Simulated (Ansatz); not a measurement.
Gas-phase electronic energies from Ansatz, PBE0-D4/def2-TZVP geometries. CBS: MP2 limit from def2 TZ/QZ plus the TZ coupled-cluster correction, frozen cores. DFT in def2-TZVPP. B3LYP here is the variant with VWN-RPA as its local correlation; programs differ in this. For Ge outer-core shells are correlated without core-valence functions, which leaves a few kJ/mol of doubt a bond. Scalar relativity is left out up to krypton. Each species was taken in one conformer, which may not be the lowest.

Reaction (ligand exchange at a Ge–S bond): `F[SiH](F)[S][GeH3]` + `C[SiH2]N` → `C[SiH2][NH][GeH3]` + `F[SiH](F)S`

```tsv
level	ΔE (kJ/mol)	difference from CCSD(T)/CBS
PBE-D4	50.6	7.7
B3LYP-D4	45.8	2.9
ωB97M-V	45.5	2.6
B2PLYP	42.4	-0.5
PBE	49.9	7.0
r2SCAN	48.7	5.8
PBE0	49.3	6.4
B3LYP	44.3	1.4
MP2/def2-TZVPP	41.3	-1.6
SCS-MP2/def2-TZVPP	37.9	-5.0
CCSD(T)/def2-TZVPP	38.2	-4.7
MP2/def2-QZVPP	43.9	1.0
SCS-MP2/def2-QZVPP	40.4	-2.5
HF/CBS(def2)	38.4	-4.5
MP2/CBS(def2)	46.0	3.1
CCSD/CBS(def2)	42.1	-0.8
CCSD(T)/CBS	42.9	0
```

Largest T1 diagnostic among the species: 0.012.
